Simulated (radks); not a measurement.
The numbers below are computed, except where a source is named.
Q: Ionisation of neutral bismuth, [Hg] 6p3, to Bi+, [Hg] 6p2, under several functionals. Dirac Kohn-Sham, spin-unpolarised, spherical densities, finite nucleus; open shells are shared between the two j in proportion to 2j + 1; a radial shooting solver on a logarithmic mesh with Libxc functionals. The NIST Atomic Spectra Database gives 7.286 eV (measured). Rank these functionals by the error of their Delta-SCF ionisation energy: XLYP; exchange-only PBE; exchange-only LDA; HCTH/407; RPBE; PBE.

A: From best to worst: exchange-only PBE 7.298 eV (+0.013); exchange-only LDA 7.235 eV (-0.050); RPBE 7.983 eV (+0.697); XLYP 7.996 eV (+0.710); PBE 8.062 eV (+0.776); HCTH/407 8.152 eV (+0.867). Spin polarisation and multiplet splitting are left out, so open shells lie too high by an amount that depends on their filling. Sharing an open shell by 2j + 1 raises it above the true ground level by a part of the spin-orbit splitting, which enters the differences from NIST.

Beside tabulated values, note that spin-unpolarised runs miss the spin-polarisation part of the exchange energy of open shells.
